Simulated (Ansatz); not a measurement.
# A geometry optimisation of CdH7NOSi2 with PBE0-D4/def2-SVP

The starting geometry of this gas-phase triplet was optimised with GFN2-xTB.

```xyz
12

Cd    1.2590    1.5450    1.3515
N     0.3639   -0.1739    0.0243
O    -1.1863    1.7520    0.5741
Si   -1.3049    0.0166    0.4857
Si    1.2118   -0.6644   -1.3600
H    -1.9864    2.2382    0.3750
H    -2.2873   -0.0404   -0.6088
H    -1.1774   -1.6325    0.4784
H    -1.6146   -0.0969    1.9482
H     2.1322   -1.7593   -1.0060
H     0.3574   -1.0977   -2.4702
H     2.0094    0.5343   -1.7738
```

Where would you expect an optimisation with PBE0-D4/def2-SVP to take it?

It falls apart into CdH6NOSi2 + H. Contacts that open: Si4–H8 (1.65 → 3.21 Å).

The energy falls by 0.62 eV over 24 steps:

| step | E − E(last) (eV) |
| --- | --- |
| 1 | 0.620 |
| 4 | 0.246 |
| 6 | 0.167 |
| 9 | 0.117 |
| 11 | 0.047 |
| 14 | 0.008 |
| 16 | 0.004 |
| 19 | 0.001 |
| 21 | 0.000 |
| 24 | 0.000 |

Final geometry (Å):

| atom | x (Å) | y (Å) | z (Å) |
| --- | --- | --- | --- |
| Cd | 1.0524 | 2.4425 | 0.1930 |
| N | 0.3547 | 0.4464 | -0.2380 |
| O | -1.3629 | 2.0190 | 0.9295 |
| Si | -1.2108 | 0.3987 | 0.4162 |
| Si | 1.2599 | -0.6940 | -1.1576 |
| H | -2.0543 | 2.2553 | 1.5552 |
| H | -2.3037 | 0.0814 | -0.5578 |
| H | -1.2532 | -2.7145 | -0.3631 |
| H | -1.4159 | -0.4672 | 1.6242 |
| H | 1.6700 | -1.9076 | -0.3733 |
| H | 0.5207 | -1.1968 | -2.3649 |
| H | 2.5199 | -0.0419 | -1.6454 |

No frequencies were run, so the end isn't proven a minimum. Open shells are spin-unrestricted. The triplet needn't be the ground state. Atoms past krypton carry core potentials, without spin–orbit terms. Run with Ansatz 0.2.0, 4 min on 2 threads of Arm Neoverse V2, with other jobs on the host.
